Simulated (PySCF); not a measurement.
## Solvent effects on NMR parameters

Geometry:
```
atom   x (Å)   y (Å)   z (Å)
  C1  -1.954   1.337  -0.589
  C2  -1.442   0.221  -0.067
  C3  -2.232  -1.044   0.088
  C4  -0.019   0.170   0.437
  C5   0.854  -0.810  -0.345
  C6   2.287  -0.737   0.142
  O7   2.773   0.588   0.144
  B8   1.905   1.625   0.263
  O9   0.564   1.456   0.409
 H10  -2.988   1.369  -0.944
 H11  -1.353   2.245  -0.665
 H12  -3.269  -0.906  -0.244
 H13  -1.802  -1.875  -0.494
 H14  -2.253  -1.372   1.142
 H15  -0.054  -0.163   1.494
 H16   0.477  -1.838  -0.240
 H17   0.801  -0.546  -1.415
 H18   2.367  -1.148   1.164
 H19   2.949  -1.337  -0.502
 H20   2.342   2.748   0.238
```

GIAO PBE0/pcSseg-1 in PySCF on one PBE0-D3(BJ)/def2-SVP conformer, non-relativistic, equivalent nuclei averaged. Solvents enter as an IEF-PCM continuum (chloroform with ε = 4.7) around the gas-phase geometry. Shifts are referred to TMS, BF3·OEt2 computed in the same medium.

Gas phase, δ in ppm: C2 151.4, C1 118.8, C4 74.0, C6 63.1, C5 34.9, C3 21.3, B8 23.9, H11 5.78, H10 5.33, H20 4.22, H15 4.10, H19 4.01, H18 3.99, H16 1.77. Dipole moment 3.26 D.

Q: How does each δ change in the continuum?

A: 
| atoms | environment | Δδ, chloroform |
| --- | --- | --- |
| C2 | fully substituted alkene carbon | +4.2 |
| C1 | terminal =CH2 carbon | -2.3 |
| C4 | allylic sp3 CH bonded to O | +1.1 |
| C6 | sp3 CH2 bonded to O | +1.1 |
| C5 | sp3 CH2 in a ring | +0.6 |
| C3 | allylic methyl carbon | +0.3 |
| B8 | boron bonded to 2 O, H, in a 6-membered ring | +0.3 |
| H11 | hydrogen on a terminal =CH2 carbon | -0.18 |
| H10 | hydrogen on a terminal =CH2 carbon | 0.00 |
| H20 | hydrogen on a boron bonded to 2 O, in a 6-membered ring | -0.10 |
| H15 | hydrogen on an allylic sp3 CH bonded to O | +0.18 |
| H19 | hydrogen on an sp3 CH2 bonded to O | +0.10 |
| H18 | hydrogen on an sp3 CH2 bonded to O | +0.14 |
| H16 | hydrogen on an sp3 CH2 in a ring | +0.25 |

Changes are relative to the gas phase. The dipole moment becomes 4.07 D in chloroform.

Q: Which nuclei move most (in ppm), and what does the model miss?

A: C2 (fully substituted alkene carbon, +4.2 ppm) in chloroform. A continuum only polarises the solute; specific hydrogen bonds, the anisotropy of aromatic solvents and changes of geometry or conformer are outside it.
